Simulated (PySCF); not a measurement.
A side-by-side comparison of computed properties.

First species: C₃H₁₂N₂Si₃.
SMILES: `NCC#C[SiH2]N([SiH3])[SiH3]`

Second species: C7H8O2.
SMILES with atom numbers: `[O:1]=[C:2]1[CH:3]=[CH:4][C@H:5]([CH:6]2[CH2:7][CH2:8]2)[O:9]1` (hydrogens: H10 on C3; H11 on C4; H12 on C5; H13 on C6; H14, H15 on C7; H16, H17 on C8)

Cartesian coordinates in Å at the GFN2-xTB level; atoms count from 1:
```
atom  x, y, z in Å
O1     3.0779   -2.0209   -0.0464
C2     2.2999   -1.1106   -0.0512
C3     2.4828    0.2756    0.4442
C4     1.3556    0.9422    0.2282
C5     0.3509    0.0229   -0.4002
C6    -0.8849   -0.1613    0.4586
C7    -2.0215    0.8066    0.3251
C8    -2.1718   -0.5957   -0.1757
O9     1.0464   -1.2062   -0.5516
H10    3.4014    0.6115    0.8837
H11    1.1176    1.9638    0.4580
H12    0.0540    0.3710   -1.3987
H13   -0.6548   -0.5453    1.4445
H14   -1.9291    1.6005   -0.4003
H15   -2.5502    1.0972    1.2192
H16   -2.8019   -1.2768    0.3737
H17   -2.1795   -0.7624   -1.2414
```

Levels: PBE0/pcSseg-1 for dipole moment, HOMO energy, LUMO energy and HOMO–LUMO gap; GFN2-xTB for rotational constant A and rotational constant C. Geometries: GFN2-xTB. Each species is one conformer at its optimised geometry, gas phase, non-relativistic unless stated; the electronic structure was computed with PySCF and density fitting.

The conformers computed, where there is a choice (atom-mapped SMILES and torsion angles):
- `[NH2:1][CH2:2][C:3]#[C:4][SiH2:5][N:6]([SiH3:7])[SiH3:8]`: C4–Si5–N6–Si7 151°, H–N1–C2–C3 61°, H–N1–C2–C3 -57°
- `[O:1]=[C:2]1[CH:3]=[CH:4][C@H:5]([CH:6]2[CH2:7][CH2:8]2)[O:9]1`: C4–C5–C6–C7 87°

(1) Which of the two has the higher LUMO energy, and by how much?

(2) Which has the higher HOMO–LUMO gap?

(3) Which of the two has the higher rotational constant A, and by how much?

(4) Which has the higher rotational constant C?

(5) Which has the higher HOMO energy?

(6) Which has the higher dipole moment?

Answers

(1) The first: -0.53 eV against -1.33 eV, a difference of 0.80 eV.

(2) The first: 6.69 eV against 6.57 eV, a difference of 0.12 eV.

(3) The second: 4.368 GHz against 2.116 GHz, a difference of 2.252 GHz.

(4) The second: 0.903 GHz against 0.454 GHz, a difference of 0.449 GHz.

(5) The first: -7.22 eV against -7.90 eV, a difference of 0.68 eV.

(6) The second: 5.20 D against 0.28 D, a difference of 4.92 D.

On the first: The dipole equals about 0.9 × 10⁻³⁰ C·m (1 D = 3.33564 × 10⁻³⁰ C·m). A dipole of 0.28 D is allowed in C1, and pure rotational transitions are dipole-allowed. GFN2-xTB frequencies show an imaginary mode (33i cm⁻¹), so this geometry is no minimum at that level.

On the second: The dipole matches unit charges of opposite sign 1.08 Å apart (1 e·Å = 4.8032 D). A dipole of 5.20 D is allowed in C1, and pure rotational transitions are dipole-allowed.
